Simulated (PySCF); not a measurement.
C4H12BFSi, SMILES CB(C)CC[SiH2]F, singlet, GFN2-xTB optimised geometry. Atoms within 1.6 Å of the plane z = 1.5 Å (x, y, z in Å): Si1 (0.18, 0.40, 0.00), C3 (-0.55, -0.72, 1.33), C4 (-0.24, -0.24, 2.77), H8 (1.64, 0.40, 0.00), H9 (-0.40, 1.74, 0.00), H10 (-0.18, -1.74, 1.21), H11 (-1.64, -0.78, 1.21), H12 (-0.62, 0.78, 2.88), H13 (0.85, -0.19, 2.88).

Level of theory: PBE0/def2-SVP (PySCF). Cells within 0.4 Å of a nucleus heavier than hydrogen are left out (blank, or x).

Map of the deformation density (molecule minus spherical neutral atoms) (e/bohr³) on the plane z = 1.5 Å:

```
|1111111111111111111111111111111|
|1111111111111111111111111111111|
|1111111111111111111111111111111|
|1111111111111111111111111111111|
|1111111111111111111111111111111|
|1111111111111111111111111111111|
|1111111111111111111111111111111|
|1111111111111111111111111111111|
|1111111111111111111111111111111|
|1111111111111111111111111111111|
|1111111111111100001111111111111|
|1111111111110000000111111111111|
|1111111111000000000011111111111|
|1111111110000000000011111111111|
|1111111110000000000011111111111|
|1111111100000121000011111111111|
|1111111012311342000011111111111|
|111111001576xxx1000011111111111|
|111111001698xxx0000011111111111|
|1111110014644x73100011111111111|
|1111111011212796200111111111111|
|1111111111112685200111111111111|
|1111111111001332101111111111111|
|1111111111111100001111111111111|
|1111111111111000011111111111111|
|1111111111111111111111111111111|
|1111111111111111111111111111111|
|1111111111111111111111111111111|
|1111111111111111111111111111111|
|1111111111111111111111111111111|
|1111111111111111111111111111111|
```
Scale: ten equal steps from -0.012 (start of '0') to 0.062 (end of '9'), in the order '0123456789'; x runs from -4.00 to 4.00, y from -4.00 (bottom) to 4.00 (top).
